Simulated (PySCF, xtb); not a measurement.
CaF, SMILES [Ca][F], multiplicity 2.

Harmonic wavenumbers (cm⁻¹) from GFN2-xTB run with xtb at its own minimum, in rising order: 442.

Problem. What does PBE0-D3(BJ)/def2-TZVPD (PySCF) give at its own minimum? (An estimate is asked for; the answer gives what the named calculation found.)

Solution. 588. Paired by order, the mean absolute difference is 146 cm⁻¹ and the zero-point energies are 0.6 and 0.8 kcal/mol.
